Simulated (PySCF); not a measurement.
# How methods differ on the ionisation energy of N²⁺

N²⁺ [He] 2s2 2p1 (2P) → N³⁺ [He] 2s2 (1S), as a difference of total energies. Computed with PySCF 2.14 in def2-SVP (3s2p1d, 14 functions), with the non-relativistic Hamiltonian (point nucleus). Correlated levels: valence: 1s2 frozen. The calculations carry no spin-orbit coupling.

Problem. Order these methods by the ionisation energy they give, lowest first.
A. SCS-MP2 (valence)
B. CCSD(T) (valence)
C. MN15
D. MP2 (valence)

Solution. B (47.240 eV), A (47.457 eV), D (47.513 eV), C (47.788 eV).

Errors of the correlated levels include the incompleteness of this basis and the frozen core.

The coupled-cluster amplitudes are large for N³⁺ (T1 above 0.03 or a double amplitude above 0.15), so a single reference is strained.

For comparison: 47.445 eV (semi-empirical (NIST evaluation); NIST Atomic Spectra Database, ionization energies).
